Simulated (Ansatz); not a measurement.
Cost and result for the atomization energy of `[CH3][Sn]([F])([F])[SiH3]` (11 atoms, 10 bonds).

Z-matrix (Å, degrees):
```
C
Sn 1 2.119
H 1 1.090 2 110.0
H 1 1.090 2 107.4 3 -119.4
H 1 1.090 2 110.0 3 121.2
F 2 1.925 1 105.0 3 65.6
F 2 1.925 1 105.0 3 173.1
Si 2 2.566 1 129.0 3 -60.7
H 8 1.484 2 108.5 1 59.9
H 8 1.484 2 108.5 1 -59.5
H 8 1.481 2 108.2 1 -179.8
```

Total charge 0; spin multiplicity 1. Correlated methods include outer-core shells of Sn, which these sets cover unevenly. Sn: def2 effective core potential. The geometry is a stationary point of PBE0-D4/def2-TZVP. Program: Ansatz. Hardware: A = 2 threads of an AMD EPYC 7R13 on a shared host; B = 2 threads of an AMD EPYC 7R13 on a shared host and a share of an NVIDIA H100 80 GB. Times are those of one run each, without the atoms' runs, and a repeat can differ threefold. Electronic energies, without spin–orbit coupling; frozen cores. CCSD(T)/CBS adds CCSD(T) − MP2 in def2-TZVPP to the MP2 limit, and its time is that of the two runs behind it. T1 = 0.014. With those shells the extrapolation isn't a true limit. B3LYP takes the VWN-RPA correlation (the form of Gaussian; ORCA's B3LYP/G).

CCSD(T)/CBS is a level of theory with its own doubt, some kJ/mol a heavy atom from the limit and from the frozen cores, so smaller differences don't rank the functionals.

| level | functions | wall time | atomization (kcal/mol) | difference from CCSD(T)/CBS | per bond |
| --- | --- | --- | --- | --- | --- |
| MP2/def2-QZVPP [B] | 503 | 3.4 s | 868.9 | -2.8 | -0.3 |
| CCSD(T)/def2-TZVPP [B] | 269 | 3.8 s | 844.4 | -27.3 | -2.7 |
| PBE-D4/def2-TZVPP (with forces) [A] | 269 | 3.9 s | 870.4 | -1.3 | -0.1 |
| PBE0-D4/def2-TZVPP [A] | 269 | 5 s | 854.8 | -16.9 | -1.7 |
| r2SCAN-D4/def2-TZVPP (with forces) [A] | 269 | 7 s | 864.9 | -6.8 | -0.7 |
| CCSD(T)/CBS(def2) | – | 7.2 s | 871.7 | 0.0 | 0.0 |
| B3LYP-D4/def2-TZVPP (with forces) [A] | 269 | 8 s | 860.3 | -11.4 | -1.1 |
| B2PLYP/def2-TZVPP [A] | 269 | 10 s | 852.2 | -19.5 | -2.0 |
| ωB97X-V/def2-TZVPP [A] | 269 | 12 s | 870.5 | -1.2 | -0.1 |
| ωB97M-V/def2-TZVPP (with forces) [A] | 269 | 19 s | 863.0 | -8.7 | -0.9 |

In def2-TZVPP, CCSD(T) changes the Hartree–Fock value by +211.5 kcal/mol (the triples alone add +12.1 kcal/mol) and MP2 by +219.2 kcal/mol; breaking electron pairs costs correlation energy, which Hartree–Fock lacks. The D4 term adds +8.6 kcal/mol with B3LYP and +4.5 kcal/mol with PBE0; it sums over pairs of atoms, weighted by their polarisabilities, and B3LYP, whose exchange is more repulsive, gets the larger term. From PBE to PBE0 (25 % exact exchange), in def2-TZVPP and without D4, the atomization energy moves by −14.8 kcal/mol: exact exchange takes away binding that semilocal exchange gives to molecules.

Spin–orbit coupling would lower the free Sn atoms strongly, and the atomization energy with them, by more than many differences here. For some Ge, Se and Sn compounds the MP2-based and the directly extrapolated limit differ by 10 to 25 kJ/mol.
